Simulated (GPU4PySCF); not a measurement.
BCzBN core (C30H17BN2), SMILES c1cc2c3c(c1)-n1c4ccccc4c4cccc(c41)B3c1cccc3c4ccccc4n-2c13.

The structure is a stationary point at ωB97X-D3(BJ)/def2-SVP.

Two levels are set side by side: TDA-PBE/def2-SVPD (GPU4PySCF) and TDA-ωB97X/def2-SVPD (GPU4PySCF). Vertical, same geometry. The lowest singlet is HOMO→LUMO 94 % with PBE and HOMO→LUMO 87 % with the other functional; states are paired by order. Differences are taken from unrounded values.

```csv
quantity,TDA-ωB97X
lowest singlet excitation (eV),3.70
lowest triplet excitation (TDA) (eV),3.07
first bright state (f over 0.05) (eV),3.70
its oscillator strength,0.67
```

Problem. What does TDA-PBE give, and how far is it from TDA-ωB97X? (Estimate from the structure and the level; the computed values follow.)

Solution. 
```json
[
 {"quantity": "lowest singlet excitation (eV)", "TDA-PBE": "2.48", "TDA-PBE minus TDA-ωB97X": "-1.22"},
 {"quantity": "lowest triplet excitation (TDA) (eV)", "TDA-PBE": "2.13", "TDA-PBE minus TDA-ωB97X": "-0.94"},
 {"quantity": "first bright state (f over 0.05) (eV)", "TDA-PBE": "2.48", "TDA-PBE minus TDA-ωB97X": "-1.22"},
 {"quantity": "its oscillator strength", "TDA-PBE": "0.30", "TDA-PBE minus TDA-ωB97X": "-0.37"}
]
```

Functionals without exact exchange tend to place singlet excitations lower, as here. Differences between two approximate levels are no errors against the true value.
